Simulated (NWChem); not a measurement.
# MgSiH3OCl; SMILES [SiH3][O][Mg][Cl]

```xyz
7

Mg     0.0000     0.0000    -0.6908
Cl     0.0000     0.0000    -2.8937
O      0.0000     0.0000     1.1089
Si     0.0000     0.0000     2.7636
H     -1.2922    -0.5604     3.3071
H      0.1607     1.3993     3.3071
H      1.1315    -0.8389     3.3071
```
Atoms are numbered in this order, from 1.

Program: NWChem. Pople sets run with spherical d functions. All runs use the structure optimised with PBE-D3(BJ)/def2-SVP.

Question: Among these, which level gives the highest value of “highest occupied level (eV)”?
A. Hartree-Fock/6-311G**
B. Hartree-Fock/3-21G
C. Hartree-Fock/STO-3G
D. Hartree-Fock/6-31+G*

Answer: C, Hartree-Fock/STO-3G. Values: Hartree-Fock/6-31+G* -11.82; Hartree-Fock/6-311G** -11.78; Hartree-Fock/3-21G -11.43; Hartree-Fock/STO-3G -7.10
